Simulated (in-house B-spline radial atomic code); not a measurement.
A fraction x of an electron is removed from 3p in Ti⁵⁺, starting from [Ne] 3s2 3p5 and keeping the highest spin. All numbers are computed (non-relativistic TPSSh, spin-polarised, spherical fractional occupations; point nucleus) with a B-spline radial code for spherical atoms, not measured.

Caution: exact exchange at fractional occupations of open shells leaves self-interaction of up to several eV.

```json
{"x": "0", "E(x) - E(0) (eV)": "0.0000", "3p down level (eV)": "-109.862"}
{"x": "0.11", "E(x) - E(0) (eV)": "12.2025", "3p down level (eV)": "-112.002"}
{"x": "0.21", "E(x) - E(0) (eV)": "23.5002", "3p down level (eV)": "-113.953"}
{"x": "0.32", "E(x) - E(0) (eV)": "36.1533", "3p down level (eV)": "-116.104"}
{"x": "0.47", "E(x) - E(0) (eV)": "53.7895", "3p down level (eV)": "-119.046"}
{"x": "0.5", "E(x) - E(0) (eV)": "57.3698", "3p down level (eV)": "-119.636"}
{"x": "0.6", "E(x) - E(0) (eV)": "69.4316", "3p down level (eV)": "-121.603"}
{"x": "0.69", "E(x) - E(0) (eV)": "80.4556", "3p down level (eV)": "-123.376"}
{"x": "0.82", "E(x) - E(0) (eV)": "96.6611", "3p down level (eV)": "-125.941"}
{"x": "0.94", "E(x) - E(0) (eV)": "111.9162", "3p down level (eV)": "-128.311"}
{"x": "1", "E(x) - E(0) (eV)": "119.6505", "3p down level (eV)": "-129.497"}
```

The exact functional would give a straight line between the two integer points. Deviations E(x) - E(0) - x[E(1) - E(0)], in eV: -0.959 at x = 0.11, -1.626 at x = 0.21, -2.135 at x = 0.32, -2.446 at x = 0.47, -2.455 at x = 0.5, -2.359 at x = 0.6, -2.103 at x = 0.69, -1.452 at x = 0.82, -0.555 at x = 0.94.

The curve lies below the straight line by up to 2.455 eV (at x = 0.5): convex, the delocalisation error, to which spherically averaged exact exchange adds.

Problem. How well does Slater's transition state (minus the level at half occupation) give the ionisation energy?

Solution. It gives 119.636 eV against 119.650 eV from the two total energies; NIST lists 119.53 eV, ground level to ground level. The end point has an open shell averaged over its orbitals, so its exact exchange keeps a self-interaction and this is no true integer point.
